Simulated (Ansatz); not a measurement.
Computed with Ansatz on PBE0-D4/def2-TZVP structures; ΔE is electronic, products minus reactants. CBS: MP2 limit from def2 TZ/QZ plus the TZ coupled-cluster correction, frozen cores. This one scheme is used for every species. DFT in def2-TZVPP. B3LYP here is the variant with VWN-RPA as its local correlation; programs differ in this. One conformer a species, not always the lowest.

`FCC[SiH2]Cl` + `CC(O)F` → `CC(F)OCCF` + `[SiH3]Cl`  (substitution at a C–Si bond)

`FCC[SiH2]Cl`:

Cartesian coordinates in Å:
```
F -1.671 -0.864 0.791
C -0.431 -1.303 0.356
C 0.573 -0.178 0.440
Si 0.098 1.369 -0.504
Cl -0.251 0.861 -2.471
H -0.145 -2.148 0.989
H -0.548 -1.654 -0.674
H 0.741 0.101 1.486
H 1.534 -0.529 0.047
H 1.226 2.332 -0.482
H -1.125 2.013 0.022
```

`CC(O)F`:

```xyz
9

C    -0.200   -0.069   -1.004
C    -0.023    0.229    0.455
O     0.506   -0.876    1.082
F     0.850    1.303    0.598
H     0.758   -0.375   -1.429
H    -0.921   -0.877   -1.135
H    -0.558    0.819   -1.526
H    -0.956    0.557    0.931
H     0.543   -0.710    2.028
```

`CC(F)OCCF`:

Cartesian coordinates in Å:
```
C -1.838 -1.298 -0.817
C -0.509 -0.609 -0.733
F 0.464 -1.550 -0.396
O -0.562 0.370 0.226
C 0.549 1.243 0.278
C 1.603 0.741 1.244
F 2.557 1.731 1.393
H -2.604 -0.589 -1.134
H -1.787 -2.116 -1.535
H -2.104 -1.695 0.163
H -0.179 -0.193 -1.695
H 0.981 1.381 -0.720
H 0.179 2.209 0.629
H 2.094 -0.162 0.877
H 1.155 0.539 2.221
```

`[SiH3]Cl`:

```xyz
5

Si   -0.046    0.030   -0.116
Cl    0.695   -0.456    1.736
H     0.956    0.863   -0.820
H    -1.308    0.784    0.066
H    -0.296   -1.221   -0.866
```

Question: Is it downhill or uphill in electronic energy at CCSD(T)/CBS, and by how much? (An estimate is asked.)

Answer: Ansatz gave: Uphill: ΔE = +80.2 kJ/mol.

Question: What do these levels give: PBE0-D4, B3LYP-D4, ωB97X-V, HF/def2-TZVPP, MP2/def2-TZVPP, MP2/def2-QZVPP? (An estimate is asked.)

Answer: Ansatz gave: PBE0-D4 81.8, B3LYP-D4 75.4, ωB97X-V 73.8, HF/def2-TZVPP 64.0, MP2/def2-TZVPP 84.0, MP2/def2-QZVPP 86.4 kJ/mol.

Largest T1 diagnostic among the species: 0.011.

The D4 term adds +3.4 kJ/mol with B3LYP and +1.6 kJ/mol with PBE0; it sums over pairs of atoms, weighted by their polarisabilities, and B3LYP, whose exchange is more repulsive, gets the larger term. In def2-TZVPP, CCSD(T) changes the Hartree–Fock value by +11.9 kJ/mol (the triples alone add +0.5 kJ/mol) and MP2 by +20.0 kJ/mol.
